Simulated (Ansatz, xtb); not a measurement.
# Relative energy of two isomers of C4H6F3NO

We compare I, `C[C@H](C(N)=O)C(F)(F)F`, a singlet, with II, `CNC(=O)CC(F)(F)F`, a singlet. Both are isolated molecules in the gas phase, relaxed with PBE-D3(BJ)/def2-SVP; the shapes shown needn't be the lowest conformers.

I (Å):

```yaml
atoms:
  - { symbol: C, position_ang: [1.8474, -1.3590, -3.1860] }
  - { symbol: C, position_ang: [1.3195, -0.6646, -1.9308] }
  - { symbol: C, position_ang: [2.4748, -0.4335, -0.9146] }
  - { symbol: C, position_ang: [0.1473, -1.4346, -1.3298] }
  - { symbol: F, position_ang: [-0.7984, -1.7111, -2.2547] }
  - { symbol: F, position_ang: [-0.4822, -0.7207, -0.3418] }
  - { symbol: F, position_ang: [0.5385, -2.6062, -0.7818] }
  - { symbol: N, position_ang: [2.1134, 0.1347, 0.2728] }
  - { symbol: O, position_ang: [3.6345, -0.7017, -1.2027] }
  - { symbol: H, position_ang: [1.0604, -1.4268, -3.9593] }
  - { symbol: H, position_ang: [2.2027, -2.3780, -2.9409] }
  - { symbol: H, position_ang: [2.7113, -0.7974, -3.5830] }
  - { symbol: H, position_ang: [0.9073, 0.3346, -2.1926] }
  - { symbol: H, position_ang: [1.1361, 0.2498, 0.5380] }
  - { symbol: H, position_ang: [2.8425, 0.2548, 0.9766] }
```

II (Å):

```xyz
15

C    -0.2582   -0.9121   -3.2382
C     1.7442   -0.2068   -1.9859
C     2.7997   -0.6321   -0.9487
C     2.2824   -1.2847    0.3159
F     1.3311   -0.5409    0.9191
F     1.7273   -2.5141    0.0628
F     3.2766   -1.4875    1.2068
N     0.8026   -1.1537   -2.2833
O     1.7998    0.8975   -2.5181
H    -0.2260   -1.6389   -4.0772
H    -0.1111    0.1072   -3.6420
H    -1.2593   -0.9694   -2.7610
H     0.8214   -2.0359   -1.7695
H     3.5271   -1.3291   -1.4129
H     3.3456    0.2854   -0.6640
```

Task: Estimate which is lower in electronic energy at CCSD(T)/def2-SVP + ΔMP2/def2-TZVPP, and by roughly how much.

Result: The CCSD(T)/def2-SVP + ΔMP2/def2-TZVPP calculation puts structure I lower, by 0.278 eV.

How the difference moves with the method:

| level | geometry | E(II) − E(I) (eV) | departure from the last row (eV) | job, with rough time for the two |
| --- | --- | --- | --- | --- |
| PBE-D3(BJ)/def2-SVP | PBE-D3(BJ)/def2-SVP | +0.215 | −0.062 | optimisation, 98 s |
| HF/def2-SVP | PBE-D3(BJ)/def2-SVP | +0.191 | −0.086 | part of the CCSD(T) run |
| MP2/def2-SVP | PBE-D3(BJ)/def2-SVP | +0.298 | +0.020 | part of the CCSD(T) run |
| CCSD(T)/def2-SVP | PBE-D3(BJ)/def2-SVP | +0.271 | −0.006 | single point |
| CCSD(T)/def2-SVP + ΔMP2/def2-TZVPP | PBE-D3(BJ)/def2-SVP | +0.278 |  | single point, 3.1 min |

As drawn, II has 1 C–N, 1 C–H in place of 1 C–C, 1 N–H.

None of the levels shown reverses the order. The largest departure from CCSD(T)/def2-SVP + ΔMP2/def2-TZVPP is that of HF/def2-SVP, 0.086 eV. Levels run at GFN2-xTB geometries aren't shown. The last row adds to CCSD(T) the change of the MP2 difference between the two basis sets, here +0.006 eV.

With thermal terms from frequencies at re-optimised GFN2-xTB minima (ideal gas, soft modes damped towards free rotors, one conformer each, 298.15 K, 1 atm): the zero-point term adds −0.005 eV; ΔH is +0.274 and ΔG +0.255 eV.

The correlated steps freeze 9 core orbitals. Mirror images aren't counted in ΔG. Run with Ansatz 0.2.0, xtb 6.7.1; the last row on 4 threads of Arm Neoverse V1 on a shared host.
